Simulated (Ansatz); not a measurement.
**Energy profile**

The step: BSiH₃F₂ ([F][B]([F])[SiH3]) + H₂ → BHF₂ ([F][BH][F]) + SiH₄; bonds formed: B1–H6, Si2–H5; bonds broken: B1–Si2, H5–H6 (atoms numbered as in the saddle structure below).

B1  (-0.551, -0.903, 0.141)
Si2  (0.395, 1.056, -0.230)
F3  (-0.918, -1.400, -1.065)
F4  (-1.489, -0.712, 1.101)
H5  (0.681, -0.785, 0.428)
H6  (0.371, -1.755, 0.655)
H7  (-0.823, 1.699, -0.782)
H8  (0.851, 1.761, 0.995)
H9  (1.483, 1.041, -1.242)
(Å)

Electronic energies by CCSD(T) at an estimated basis limit (MP2 extrapolated from triple and quadruple zeta, plus CCSD(T) − MP2 in triple zeta), on PBE0-D4/def2-TZVP structures; BSiH₅F₂, singlet; no counterpoise correction. Program: Ansatz 0.2.0. Basis: def2-TZVPP and def2-QZVPP. Cores are frozen in the correlated methods. Extrapolation: Hartree–Fock as exp(−7.88 √X), correlation as X^−2.97.

Q: Give the profile in eV, counted from the separated reactants. (Judge from chemistry; the value comes from the calculation.)

A: By the calculation:
| point | eV |
| --- | --- |
| separated: BSiH₃F₂ (linked as [F][B]([F])[SiH3]; B1, Si2, F3, F4, H7, H8, H9; singlet) + H₂ (H5, H6; singlet) | 0.000 |
| start structure | -0.034 |
| saddle | 1.735 |
| end structure | -0.520 |
| separated: BHF₂ (linked as [F][BH][F]; B1, F3, F4, H6; singlet) + SiH₄ (Si2, H5, H7, H8, H9; singlet) | -0.474 |

No T1 diagnostic of these runs exceeds 0.014.

For scale, one of the runs: CCSD(T)/def2-TZVPP, 205 basis functions, launched by `ansatz run in.yaml --threads 4 --pin off --events-out ev --progress --plain --max-ram 9574MiB`. Hardware: 4 CPU threads of an Arm Neoverse V1, shared host. Wall time 57 s; peak host memory 2.7 GiB.
